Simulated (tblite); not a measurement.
A tight-binding relaxation on `F[Si](F)([SH+])S[SiH3]` [radical].

Computed with GFN2-xTB geometry optimisation, gas phase (tblite 0.8.0). Start geometry: from a force field or distance geometry. A driver script takes a list of jobs; this job's settings line and coordinates (Å) are shown.

Command:
```bash
OMP_NUM_THREADS=1 python probes_run.py task.json out
```

Input:
```
{"job": {"kind": "relax", "xc": "GFN2-xTB", "basis": "xTB"}, "charge": 1, "multiplicity": 2}
F      1.394900     0.018000     1.726600
Si     1.359800     0.533500     0.099400
F      1.452900     2.195800     0.016700
S      3.141500    -0.349600    -0.753500
S     -0.276300    -0.275500    -0.985600
Si    -2.159500    -0.108100    -0.033000
H      2.893300    -1.749600    -0.727100
H     -3.013500     0.824500    -0.761700
H     -2.717600    -1.473800     0.035700
H     -2.066500     0.389400     1.360000
```

Output:
```
step      E/eV     max force
  0    -574.69209    2.721
  1    -575.05658    1.702
  2    -575.20287    2.000
  3    -575.25433    0.943
  4    -575.31676    0.485
  5    -575.36969    0.679
  6    -575.39334    0.548
  7    -575.40653    0.380
  8    -575.41177    0.246
  9    -575.41698    0.216
... (101 lines left out)
111    -575.54908    0.026
112    -575.54915    0.022
113    -575.54919    0.017
114    -575.54922    0.015
115    -575.54925    0.015
116    -575.54929    0.017
117    -575.54933    0.017
118    -575.54938    0.015
119    -575.54942    0.012
120    -575.54944    0.007
```

«max force» is the largest atomic force in eV/Å.

From which step on does the largest force stay under 0.1 eV/Å, and how much energy is left to gain from there?

From step 100 (0.064 eV/Å), 2.3 meV above the end.

Summary of the converged run: energy lowered by 19.8 kcal/mol over 120 steps; largest atomic force 0.007 eV/Å at the end.

Give the final coordinates.

0.915 Å rms from the input after alignment:
```
atom  x, y, z in Å
F1     2.1622   -0.2738    1.6810
Si2    1.3038    0.1207    0.4217
F3     0.7959    1.5967    0.6599
S4     2.4753    0.0335   -1.3801
S5    -0.3629   -1.1895    0.1672
Si6   -2.2500    0.0755   -0.1047
H7     3.2233   -1.0165   -1.0271
H8    -1.9168    0.7515   -1.3555
H9    -3.2105   -1.0125   -0.1675
H10   -2.2115    0.9190    1.0825
```

Time: 1.0 s. Hardware: one thread, Arm Neoverse V1 (aarch64), no GPU, shared host with 32 logical CPUs at a one-minute load of 45.
Labels such as C1 count atoms from 1, the log's own numbers from 0.
